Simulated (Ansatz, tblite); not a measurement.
Cost and result up the ladder for the cluster Ge3 (the lowest singlet isomer of a short search) (3 atoms). Charge 0, multiplicity 1. Geometry: PBE-D4/def2-TZVP.

```xyz
3

Ge   -0.364   -0.311    1.578
Ge   -0.696   -0.126   -1.489
Ge    1.060    0.437   -0.088
```

Ansatz on 2 threads of Intel Xeon Platinum 8488C on a shared host; xTB runs through tblite on one thread. Times are rough, summed over both states, and most runs start from the orbitals of an earlier one. RPA@PBE/def2-TZVP serves as the yardstick here, not as an exact answer. The other state is a quintet at its own geometry.

The xTB rows come from tblite. B3LYP takes the VWN-RPA correlation. HSE06 is defined as in plane-wave codes, on full-range PBE exchange. Correlated methods freeze 27 core orbitals; core or outer-core shells of Ge are correlated, in sets that lack core-valence functions. The order of the spin states hangs on the level: the triplet lies 0.12 eV below the singlet at PBE0-D4/def2-TZVP, but 0.11 eV above it at LDA (SPW92)/def2-TZVP. At PBE0-D4/def2-TZVP a triplet of charge 0 lies 1.82 eV below the quintet, each at its own geometry. The structure comes from a short search, and lower isomers may exist.

Run but left out: HF/STO-3G (singlet: restricted singlet, unstable in another Hartree–Fock run and untested here); HF/def2-TZVP, PBE-QIDH/def2-TZVP (singlet: restricted singlet, unstable towards broken spin symmetry); MP2/def2-TZVP (quintet: ⟨S²⟩ 6.64, where a pure state has 6.00).

Correlated methods converge slowly with the basis.

xTB has no spin-polarisation term.

```tsv
level	functions	wall time	quintet − singlet (eV)	difference from RPA@PBE/def2-TZVP (eV)
GFN2-xTB	27	0.014 s	2.59	0.64
GFN1-xTB	27	0.11 s	2.73	0.77
LDA (SPW92)/def2-TZVP	144	3.5 s	2.26	0.31
PBE-D4/def2-TZVP	144	6 s	1.87	-0.09
revPBE-D4/def2-TZVP	144	6.1 s	1.76	-0.20
RPA@PBE/def2-TZVP	144	8.3 s	1.95	0.00
r2SCAN-D4/def2-TZVP (with forces)	144	11 s	1.72	-0.23
B3LYP-D4/def2-TZVP	144	14 s	1.88	-0.07
HSE06-D4/def2-TZVP	144	17 s	1.69	-0.26
PBE0-D4/def2-TZVP	144	19 s	1.70	-0.25
BHLYP-D4/def2-TZVP	144	21 s	1.70	-0.26
B97M-V/def2-TZVP	144	22 s	1.85	-0.11
r2SCANh-D4/def2-TZVP (with forces)	144	23 s	1.66	-0.29
r2SCAN0-D4/def2-TZVP	144	25 s	1.58	-0.37
```
